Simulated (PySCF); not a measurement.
# How the method changes the shape and vibrations of AlBFH2O cation

These are calculations, not measurements. The program is PySCF 2.14.0, an open-source quantum chemistry code, run on an isolated molecule that a program drew, which may never have been made. The molecule is AlBFH2O cation (charge +1, singlet), drawn as the SMILES string `O[B+][AlH][F]`.

The geometry was optimised and harmonic frequencies were computed with HF and MP2, all in the cc-pV(D+d)Z basis, for the commonest isotopes, with a restricted reference for singlets and an unrestricted one otherwise, and a frozen core in MP2. Each result is a local minimum of its method.

Geometry at the HF minimum:
```xyz
6
AlBFH2O cation, angstrom
O     1.5128    2.3786   -0.6568
B     1.0757    1.4305    0.0022
Al    0.2436   -0.2330    1.2163
F     1.1564   -1.5115    0.7818
H     2.1560    2.6571   -1.3039
H    -0.9325   -0.0013    2.1851
```

Lengths of the bonds as drawn, in Å (atoms numbered as above):
```
  bond     HF    MP2
 O1-B2  1.235  1.246
B2-Al3  2.221  2.214
Al3-F4  1.630  1.652
 O1-H5  0.954  0.972
Al3-H6  1.541  1.545
```

Rotational constants, in GHz:
```
constant,HF,MP2
A,17.35,17.28
B,2.533,2.496
C,2.21,2.181
```

Harmonic frequencies in cm^-1, each column in rising order, so a row needn't be the same motion in every method:
| rank | HF | MP2 |
|---|---|---|
| 1 | 118 | 111 |
| 2 | 154 | 150 |
| 3 | 268 | 207 |
| 4 | 321 | 251 |
| 5 | 392 | 319 |
| 6 | 411 | 403 |
| 7 | 486 | 473 |
| 8 | 623 | 606 |
| 9 | 901 | 869 |
| 10 | 1827 | 1775 |
| 11 | 2162 | ? |
| 12 | 4048 | 3820 |

**Estimate the missing MP2 frequency from the HF column.**

A single factor s that minimises the squared misfit of MP2 against s times HF over the other rows is sum(HF x MP2) / sum(HF^2) = 0.9476, with an rms misfit of 31 cm^-1. For rank 11 it gives 0.9476 x 2162 = 2049 cm^-1. The calculation gives 2118 cm^-1, 69 cm^-1 above the estimate. The drawn bonds are on average 0.8 % longer in MP2 than in HF.
